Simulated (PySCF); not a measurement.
# Ne (neon, neutral) across methods

[Ne], closed-shell 1S. Calculation: PySCF 2.14, in aug-cc-pwCVDZ (5s4p2d, 27 functions); the non-relativistic Hamiltonian (point nucleus).

```csv
method,E (hartree),mean ε 1s (eV),mean ε 2s (eV),mean ε 2p (eV),Σ⟨r²⟩ (bohr²),⟨S²⟩
wB97M-V,-128.8995,-849.75,-43.643,-18.684,9.817,0.000
TPSS,-128.9307,-835.09,-37.303,-13.534,9.807,0.000
PW91,-128.8949,-830.99,-36.559,-13.504,9.894,0.000
LDA,-128.1823,-825.57,-36.195,-13.581,9.904,0.000
PBE0,-128.8217,-845.94,-40.795,-16.047,9.716,0.000
M06-2X,-128.8902,-860.19,-44.222,-18.561,9.659,0.000
PBE,-128.8159,-830.43,-36.487,-13.382,9.888,0.000
UHF,-128.49635,-892.38,-52.802,-23.213,9.451,0.000
r2SCAN,-128.8828,-837.43,-38.514,-14.054,9.692,0.000
```
